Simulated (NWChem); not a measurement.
Everything below was run with NWChem. System: FGa, charge 0, spin multiplicity 1, at a geometry optimised with PBE/def2-SVP. The structure started from a generated list of species. Level: MP2/def2-TZVPD, 10 core orbitals frozen.

Input file:

```
start mol
memory heap 200 mb stack 900 mb global 1100 mb
geometry units angstroms nocenter noautoz
  Ga     0.000000     0.000000    -0.404600
  F      0.000000     0.000000     1.393624
  symmetry group C2v
end
basis spherical
  * library def2-tzvpd
end
scf
  rhf
  nopen 0
  maxiter 100
  thresh 1e-7
  semidirect memsize 60000000 filesize 0
end
mp2
  freeze core 10
end
task mp2 energy
```

NWChem printed:

```
             Northwest Computational Chemistry Package (NWChem) 7.3.0
             --------------------------------------------------------

                                NWChem Input Module
                                -------------------

 Scaling coordinates for geometry "geometry" by  1.889725989
 (inverse scale =  0.529177249)

 Turning off AUTOSYM since
 SYMMETRY directive was detected!

                             Geometry "geometry" -> ""
                             -------------------------

 Output coordinates in angstroms (scale by  1.889725989 to convert to a.u.)

  No.       Tag          Charge          X              Y              Z
 ---- ---------------- ---------- -------------- -------------- --------------
    1 Ga                  31.0000     0.00000000     0.00000000    -0.40460000
    2 F                    9.0000     0.00000000     0.00000000     1.39362400

 Effective nuclear repulsion energy (a.u.)      82.1034823642

            Nuclear Dipole moment (a.u.)
            ----------------------------
        X                 Y               Z
 ---------------- ---------------- ----------------
     0.0000000000     0.0000000000     0.0000302356

      Symmetry information
      --------------------

 Group name             C2v
 Group number             16
 Group order               4
 No. of unique centers     2

      Symmetry unique atoms

     1    2


 Summary of "ao basis" -> "" (spherical)
 ------------------------------------------------------------------------------
       Tag                 Description            Shells   Functions and Types
 ---------------- ------------------------------  ------  ---------------------
 *                         def2-tzvpd                 on all atoms

 Summary of "ao basis" -> "ao basis" (spherical)
 ------------------------------------------------------------------------------
       Tag                 Description            Shells   Functions and Types
 ---------------- ------------------------------  ------  ---------------------
 Ga                        def2-tzvpd               18       54   7s5p5d1f
 F                         def2-tzvpd               14       40   6s4p3d1f

                                 NWChem SCF Module
                                 -----------------

  ao basis        = "ao basis"
  functions       =    94
  atoms           =     2
  closed shells   =    20
  open shells     =     0
  charge          =   0.00
  wavefunction    = RHF
  use symmetry    = T
  symmetry adapt  = T

 Summary of "ao basis" -> "ao basis" (spherical)
 ------------------------------------------------------------------------------
       Tag                 Description            Shells   Functions and Types
 ---------------- ------------------------------  ------  ---------------------
 Ga                        def2-tzvpd               18       54   7s5p5d1f
 F                         def2-tzvpd               14       40   6s4p3d1f

      Symmetry analysis of basis
      --------------------------

        a1         42
        a2         10
        b1         21
        b2         21

 Forming initial guess at       0.1s

      Superposition of Atomic Density Guess
      -------------------------------------

 Sum of atomic energies:       -2022.64316373

      Non-variational initial energy
      ------------------------------

 Total energy =   -2022.519578
 1-e energy   =   -2987.923344
 2-e energy   =     883.300284
 HOMO         =      -0.331974
 LUMO         =       0.012780

      Symmetry analysis of molecular orbitals - initial
      -------------------------------------------------

 !! scf_movecs_sym_adapt:   62 vectors were symmetry contaminated

  Symmetry fudging

 !! scf_movecs_sym_adapt:   58 vectors were symmetry contaminated

  Numbering of irreducible representations:

     1 a1          2 a2          3 b1          4 b2

  Orbital symmetries:

     1 a1          2 a1          3 a1          4 b2          5 b1
     6 a1          7 a1          8 a1          9 b2         10 b1
    11 a1         12 a1         13 b2         14 b1         15 a1
    16 a2         17 a1         18 b1         19 b2         20 a1
    21 b1         22 b2         23 a1         24 a1         25 a1
    26 a1         27 a2         28 b1         29 b2         30 a1

 Starting SCF solution at       1.4s

 ----------------------------------------------
         Quadratically convergent ROHF

 Convergence threshold     :          1.000E-07
 Maximum no. of iterations :          100
 Final Fock-matrix accuracy:          1.000E-09
 ----------------------------------------------

              iter       energy          gnorm     gmax       time
             ----- ------------------- --------- --------- --------
                 1    -2022.7273758487  1.08D+00  3.31D-01      1.4
                 2    -2022.7864734301  2.12D-01  6.53D-02      1.5
                 3    -2022.7910447808  1.90D-02  4.33D-03      1.5
                 4    -2022.7910899629  1.93D-04  6.94D-05      1.6
                 5    -2022.7910899683  1.72D-08  5.61D-09      1.7

       Final RHF  results
       ------------------

         Total SCF energy =  -2022.791089968322
      One-electron energy =  -2989.170069414633
      Two-electron energy =    884.275497082091
 Nuclear repulsion energy =     82.103482364219

        Time for solution =      0.3s

       Symmetry analysis of molecular orbitals - final
       -----------------------------------------------

  Numbering of irreducible representations:

     1 a1          2 a2          3 b1          4 b2

  Orbital symmetries:

     1 a1          2 a1          3 b1          4 b2          5 a1
     6 a1          7 a1          8 b1          9 b2         10 a1
    11 a1         12 a1         13 a2         14 b2         15 b1
    16 a1         17 a1         18 b1         19 b2         20 a1
    21 b1         22 b2         23 a1         24 a1         25 a1
    26 a2         27 b1         28 b2         29 a1         30 b2

             Final eigenvalues
             -----------------

              1
    1 -378.8284
    2  -48.1782
    3  -42.5049
    4  -42.5049
    5  -42.5030
    6  -26.2175
    7   -6.4066
    8   -4.4972
    9   -4.4972
   10   -4.4921
   11   -1.4959
   12   -1.2097
   13   -1.2097
   14   -1.2047
   15   -1.2047
   16   -1.2006
   17   -0.6322
   18   -0.5766
   19   -0.5766
   20   -0.3686
   21    0.0389
   22    0.0389
   23    0.0692
   24    0.0890
   25    0.1209
   26    0.1209
   27    0.1347
   28    0.1347
   29    0.1358
   30    0.2189

                       ROHF Final Molecular Orbital Analysis
                       -------------------------------------

 Vector   18  Occ=2.000000D+00  E=-5.766084D-01  Symmetry=b1
              MO Center= -3.6D-15,  3.5D-29,  1.3D+00, r^2= 5.8D-01
   Bfn.  Coefficient  Atom+Function         Bfn.  Coefficient  Atom+Function
  ----- ------------  ---------------      ----- ------------  ---------------
    61      0.474528  2 F  px                64      0.415967  2 F  px
    67      0.279415  2 F  px

 Vector   19  Occ=2.000000D+00  E=-5.766084D-01  Symmetry=b2
              MO Center=  9.3D-30, -1.3D-15,  1.3D+00, r^2= 5.8D-01
   Bfn.  Coefficient  Atom+Function         Bfn.  Coefficient  Atom+Function
  ----- ------------  ---------------      ----- ------------  ---------------
    62      0.474528  2 F  py                65      0.415967  2 F  py
    68      0.279415  2 F  py

 Vector   20  Occ=2.000000D+00  E=-3.686322D-01  Symmetry=a1
              MO Center= -2.5D-15, -1.6D-15, -7.1D-01, r^2= 2.3D+00
   Bfn.  Coefficient  Atom+Function         Bfn.  Coefficient  Atom+Function
  ----- ------------  ---------------      ----- ------------  ---------------
     6      0.582066  1 Ga s                  5      0.523932  1 Ga s
     4     -0.253598  1 Ga s                 19     -0.213889  1 Ga pz
     3     -0.176422  1 Ga s                 63      0.164093  2 F  pz

 Vector   21  Occ=0.000000D+00  E= 3.890195D-02  Symmetry=b1
              MO Center=  3.8D-14, -2.7D-28, -7.6D-01, r^2= 4.9D+00
   Bfn.  Coefficient  Atom+Function         Bfn.  Coefficient  Atom+Function
  ----- ------------  ---------------      ----- ------------  ---------------
    20      0.744654  1 Ga px                17      0.271457  1 Ga px
    46      0.251587  1 Ga d  1              67     -0.158294  2 F  px

 Vector   22  Occ=0.000000D+00  E= 3.890195D-02  Symmetry=b2
              MO Center= -1.8D-28,  2.7D-14, -7.6D-01, r^2= 4.9D+00
   Bfn.  Coefficient  Atom+Function         Bfn.  Coefficient  Atom+Function
  ----- ------------  ---------------      ----- ------------  ---------------
    21      0.744654  1 Ga py                18      0.271457  1 Ga py
    44     -0.251587  1 Ga d -1              68     -0.158294  2 F  py

 Vector   23  Occ=0.000000D+00  E= 6.922560D-02  Symmetry=a1
              MO Center= -8.7D-16, -5.4D-15, -3.2D-02, r^2= 1.3D+01
   Bfn.  Coefficient  Atom+Function         Bfn.  Coefficient  Atom+Function
  ----- ------------  ---------------      ----- ------------  ---------------
     7      2.125009  1 Ga s                  6     -1.101538  1 Ga s
    60     -0.923687  2 F  s                 22      0.592340  1 Ga pz
    59      0.275273  2 F  s                 72      0.228515  2 F  pz

 center of mass
 --------------
 x =   0.00000000 y =   0.00000000 z =  -0.03032001

 moments of inertia (a.u.)
 ------------------
         171.979044635123           0.000000000000           0.000000000000
           0.000000000000         171.979044635123           0.000000000000
           0.000000000000           0.000000000000           0.000000000000

  Mulliken analysis of the total density
  --------------------------------------

    Atom       Charge   Shell Charges
 -----------   ------   -------------------------------------------------------
    1 Ga  31    30.54   2.00  2.00  1.18  0.78  0.99  1.03  0.03  5.98  4.43  1.56  0.37  0.09  8.90  1.14 -0.00  0.04 -0.00  0.03
    2 F    9     9.46   0.77  1.20  0.59  1.00  0.37 -0.05  2.23  2.27  1.07  0.00  0.00  0.00  0.00  0.00

       Multipole analysis of the density wrt the origin
       ------------------------------------------------

     L   x y z        total         open         nuclear
     -   - - -        -----         ----         -------
     0   0 0 0     -0.000000      0.000000     40.000000

     1   1 0 0     -0.000000      0.000000      0.000000
     1   0 1 0      0.000000      0.000000      0.000000
     1   0 0 1     -0.949569      0.000000      0.000030

     2   2 0 0    -14.127764      0.000000      0.000000
     2   1 1 0      0.000000      0.000000      0.000000
     2   1 0 1      0.000000      0.000000      0.000000
     2   0 2 0    -14.127764      0.000000      0.000000
     2   0 1 1      0.000000      0.000000      0.000000
     2   0 0 2    -20.250758      0.000000     80.543308

                   NWChem MP2 Semi-direct Energy/Gradient Module
                   ---------------------------------------------

  Basis functions       =     94
  Molecular orbitals    =     94
  Frozen core           =     10
  Frozen virtuals       =      0
  Active alpha occupied =     10
  Active beta occupied  =     10
  Active alpha virtual  =     74
  Active beta virtual   =     74
  Use MO symmetry       = T
  Use skeleton AO sym   = T

  AO/Fock/Back tols     =   1.0D-09  1.0D-09  1.0D-09

 GA uses MA = F    GA memory limited = T

 Available:
  local mem=  1.26D+08
 global mem=  1.44D+08
 local disk=  0.00D+00
  mp2_memr nvloc                    74
  nvloc new                    74
   1 passes of  10:        4194304                      55010                  11148488.
   1 passes of  10: M    126148424           G      144161528           F     121954120.

 Semi-direct pass number   1 of   1  for RHF alpha+beta  at        1.8s
  vrange nnbf                  4425
  mp2_eaftype                    42  avail_ma_in_mb                  1099
 EAF : mp2_eaftype filesize          42    5574244.
  mp2_eaf for mointskh                     42
Node 0 wrote     26.2 Mb in      0.0 s     Agg I/O rate:  3052.7 Mb/s
 Done moints_semi at        5.7s
  mp2_eaftype                    42  avail_ma_in_mb                  1057
 EAF : mp2_eaftype filesize          42    5574244.
  mp2_eaf for kh                    42
 Done maket at        5.8s
 Done multipass loop at        5.8s

          -------------------------------------------
          SCF energy               -2022.791089968322
          Correlation energy          -0.457482839963
          Singlet pairs               -0.261768801919
          Triplet pairs               -0.195714038043
          Total MP2 energy         -2023.248572808285
          -------------------------------------------

          ---------------------------------------------------
                    Spin Component Scaled (SCS) MP2
          Same spin pairs                     -0.130476025362
          Same spin scaling factor             0.333333333333
          Opposite spin pairs                 -0.327006814600
          Opposite spin scaling fact.          1.200000000000
          SCS-MP2 correlation energy          -0.435900185975
          Total SCS-MP2 energy             -2023.226990154297
          ---------------------------------------------------

 -----------------------
 Performance information
 -----------------------

 Timer overhead =  1.57D-07 seconds/call

               Nr. of calls         CPU time (s)                 Wall time (s)                GFlops
             ---------------    -------------------     ------------------------------   -------------------
Name         Min   Avg   Max    Min     Avg     Max     Min     Avg     Max   Mx/calls   Min     Max     Sum
mp2: moin     1     1     1    3.9     3.9     3.9      3.9     3.9     3.9     3.9      0.0     0.0     0.0
mp2: make     1     1     1   9.11E-2 9.11E-2 9.11E-2  9.11E-2 9.11E-2 9.11E-2 9.11E-2   0.0     0.0     0.0
mp2: tota     1     1     1    4.0     4.0     4.0      4.0     4.0     4.0     4.0      0.0     0.0     0.0

 The average no. of pstat calls per process was 3.00D+00
 with a timing overhead of 4.70D-07s

 Task  times  cpu:        5.7s     wall:        5.7s

 Total times  cpu:        5.8s     wall:        5.8s
```
